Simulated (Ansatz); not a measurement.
Z-matrix (Å, degrees):
```
C
Si 1 1.879
H 1 1.093 2 110.9
H 1 1.092 2 111.0 3 -119.7
H 1 1.093 2 110.7 3 120.0
C 2 1.883 1 110.9 3 -60.6
Al 2 2.454 1 111.0 3 64.9
H 2 1.498 1 108.4 3 -178.7
H 6 1.093 2 111.2 1 61.0
H 6 1.092 2 111.4 1 -178.5
H 6 1.093 2 110.3 1 -58.6
Cl 7 2.114 2 116.8 1 17.6
H 7 1.586 2 128.3 1 -163.2
```

Total charge 0; spin multiplicity 1.

**Question.** List the PBE0/def2-TZVPP orbital energies in eV (Ansatz 0.2.0). (Estimate.)

**Answer.** Computed: Occupied: -2766.89, -1802.21, -1528.41, -277.91, -277.81, -258.74, -196.98, -196.92, -196.89, -144.55, -114.24, -99.21, -99.20, -99.19, -74.35, -74.19, -74.11, -22.37, -19.99, -19.30, -13.85, -11.99, -11.78, -11.48, -11.28, -11.26, -9.64, -9.29, -9.10, -9.08, -8.95, -7.22. Lowest empty: -1.77, -0.11, 0.39, 1.18, 1.79, 2.08, 2.27, 2.61.
